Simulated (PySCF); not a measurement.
Level of theory: M06-2X/def2-TZVP in PySCF. Gas-phase values, no solvent. Excitations are Tamm–Dancoff values on a coarser integration grid. The basis has no diffuse functions, so Rydberg states are missing or too high.

Reference species (SMILES): `C=C1CO1` (neutral, multiplicity 1).

```json
{
  "S1–T1 gap (TDA)": "2.28 eV",
  "HOMO": "-8.36 eV"
}
```

Changed species: `OC#CC`.

### Question
Give the shifts of the S1–T1 gap (TDA) and HOMO.

### Answer
the S1–T1 gap (TDA) falls by 2.06 eV, to 0.22 eV; the HOMO increases by 0.29 eV, to -8.07 eV.
